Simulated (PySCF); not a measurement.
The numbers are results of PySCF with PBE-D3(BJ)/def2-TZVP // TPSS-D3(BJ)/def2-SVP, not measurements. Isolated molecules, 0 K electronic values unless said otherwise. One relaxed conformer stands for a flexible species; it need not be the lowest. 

Reference species: [Zn(NH2)2] (neutral, multiplicity 1).

| Item | Value |
|---|---|
| charge on the central atom (Mulliken) | 0.35 e |
| HOMO | -5.51 eV |
| mean distance from the central atom to its bonded neighbours | 1.829 Å |

Changed species: [Zn(NH2)(SH)] (1 of 2 NH2 replaced by SH; the reference has 0 of 2 NH2 replaced by SH).

Predict the effect on the charge on the central atom (Mulliken), HOMO and mean distance from the central atom to its bonded neighbours.

the charge on the central atom (Mulliken) falls by 0.02 e, to 0.33 e; the HOMO decreases by 0.37 eV, to -5.88 eV; the mean distance from the central atom to its bonded neighbours rises by 0.177 Å, to 2.006 Å.
